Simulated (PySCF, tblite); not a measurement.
Species: C7H8OP2S.
Bonds: C1–S2, S2–C3, C3–C4 (aromatic), C4–P5 (aromatic), P5–C6 (aromatic), C6–C7, C6–P8 (aromatic), P8–C9 (aromatic), C9–C10, C10–O11 (double), C3–C9 (aromatic). Hydrogens: H12, H13, H14 on C1; H15 on C4; H16, H17, H18 on C7; H19 on C10.

The geometry is computed with GFN2-xTB (gas phase).

Give the optimised bond lengths and angles.

| bond | length (pm) | order |
| --- | --- | --- |
| C1–S2 | 183.1 | single |
| S2–C3 | 175.7 | single |
| C3–C4 | 138.6 | aromatic |
| C4–P5 | 172.8 | aromatic |
| P5–C6 | 174.6 | aromatic |
| C6–C7 | 150.9 | single |
| C6–P8 | 173.2 | aromatic |
| P8–C9 | 175.4 | aromatic |
| C9–C10 | 144.4 | single |
| C10=O11 | 121.3 | double |
| C3–C9 | 141.1 | aromatic |
| C1–H12, C1–H13, C1–H14 | 108.6 | single |
| C4–H15 | 108.1 | single |
| C7–H16, C7–H17, C7–H18 | 109.0 | single |
| C10–H19 | 110.8 | single |

Bonds in one row agree within 1 pm and their mean is given. Orders are formal, as drawn. A selection of angles:
| angle | degrees |
| --- | --- |
| C1–S2–C3 | 103.9 |
| S2–C3–C4 | 120.9 |
| S2–C3–C9 | 115.8 |
| C4–C3–C9 | 123.3 |
| C3–C4–P5 | 130.1 |
| C4–P5–C6 | 104.9 |
| P5–C6–C7 | 115.7 |
| P5–C6–P8 | 128.1 |
| C7–C6–P8 | 116.2 |
| C6–P8–C9 | 104.9 |
| P8–C9–C10 | 112.5 |
| C3–C9–P8 | 128.6 |
| C3–C9–C10 | 118.8 |
| C9–C10–O11 | 124.7 |

Torsions: C1–S2–C3–C4 1° (synperiplanar); P8–C9–C10–O11 180° (antiperiplanar). The mirror-image conformer, all signs reversed, is as good.

S2 (sulfide sulfur) is bent (angle 103.9°). The 4 C–P bonds span 1.728 Å (C4–P5, aromatic) to 1.754 Å (P8–C9, aromatic), a spread of 0.026 Å. P5 (phosphorus bonded to 2 C) is bent (angle 104.9°). Of the pairs four or more bonds apart, S2···O11 is among the closest relative to their van der Waals radii: 2.46 Å, 74 % of the sum of Bondi's values. The C–C distances run from 1.386 Å (C3–C4, aromatic) to 1.509 Å (C6–C7, drawn single), a spread of 0.123 Å. The 11 heavy atoms lie in one plane (0.018 Å rms). The C–S distances run from 1.757 Å (S2–C3, drawn single) to 1.831 Å (C1–S2, drawn single), a spread of 0.074 Å.

Its GFN2-xTB frequencies are all real (lowest 31 cm⁻¹). The numbers are those of one conformer. 3 starts were optimised and ended at 0.00, 2.41 and 2.44 kcal/mol (GFN2-xTB); the lowest of these is shown.
